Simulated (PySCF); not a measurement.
lithium atom (Li), doublet; B3LYP/def2-SV(P) (PySCF).

Input for PySCF:
```python
from pyscf import gto, scf, dft

mol = gto.Mole()
mol.atom = '''
    Li    0.000000    0.000000    0.000000
'''
mol.basis = 'def2-sv(p)'
mol.charge = 0
mol.spin = 1
mol.verbose = 4
mol.build()

mf = dft.UKS(mol)
mf.xc = 'b3lyp'
mf.grids.atom_grid = (150, 974)
mf.kernel()
```

What the program printed (banner, timings and long lists left out):

```
PySCF version 2.14.0

[INPUT] verbose = 4
[INPUT] num. atoms = 1
[INPUT] num. electrons = 3
[INPUT] charge = 0
[INPUT] spin (= nelec alpha-beta = 2S) = 1
[INPUT] symmetry False subgroup None
[INPUT] Mole.unit = angstrom
[INPUT] Symbol           X                Y                Z      unit          X                Y                Z       unit  Magmom
[INPUT]  1 Li     0.000000000000   0.000000000000   0.000000000000 AA    0.000000000000   0.000000000000   0.000000000000 Bohr   0.0

nuclear repulsion = 0
number of shells = 5
number of NR pGTOs = 16
number of NR cGTOs = 9
basis = def2-sv(p)
ecp = {}

******** <class 'pyscf.dft.uks.UKS'> ********
method = UKS
initial guess = minao
damping factor = 0
level_shift factor = 0
DIIS = <class 'pyscf.scf.diis.CDIIS'>
diis_start_cycle = 1
diis_space = 8
diis_damp = 0
SCF conv_tol = 1e-09
SCF conv_tol_grad = None
SCF max_cycles = 50
direct_scf = True
direct_scf_tol = 1e-13
number electrons alpha = 2  beta = 1
XC library pyscf.dft.libxc version 7.1.2
    S. Lehtola, C. Steigemann, M. J. T. Oliveira, and M. A. L. Marques,  SoftwareX 7, 1–5 (2018)
XC functionals = b3lyp
    P. J. Stephens, F. J. Devlin, C. F. Chabalowski, and M. J. Frisch,  J. Phys. Chem. 98, 11623 (1994)
radial grids:
    Treutler-Ahlrichs [JCP 102, 346 (1995); DOI:10.1063/1.469408] (M4) radial grids

becke partition: Becke, JCP 88, 2547 (1988); DOI:10.1063/1.454033
pruning grids: <function nwchem_prune>
grids dens level: 3
symmetrized grids: False
atomic radii adjust function: <function treutler_atomic_radii_adjust>
User specified grid scheme (150, 974)
small_rho_cutoff = 0
Set gradient conv threshold to 3.16228e-05
tot grids = 74704
init E= -7.46779788490331

cycle= 1 E= -7.48456801075494  delta_E= -0.0168  |g|= 0.00779  |ddm|= 0.519
cycle= 2 E= -7.48497218050545  delta_E= -0.000404  |g|= 0.00124  |ddm|= 0.167
cycle= 3 E= -7.48498064443513  delta_E= -8.46e-06  |g|= 2.87e-05  |ddm|= 0.0283
cycle= 4 E= -7.48498064960713  delta_E= -5.17e-09  |g|= 9.27e-08  |ddm|= 0.00073
cycle= 5 E= -7.48498064960714  delta_E= -6.22e-15  |g|= 1.75e-09  |ddm|= 6.34e-07
Extra cycle  E= -7.48498064960714  delta_E=    0  |g|= 2.65e-10  |ddm|= 3.81e-08
converged SCF energy = -7.48498064960714  <S^2> = 0.75000095  2S+1 = 2.000001
```
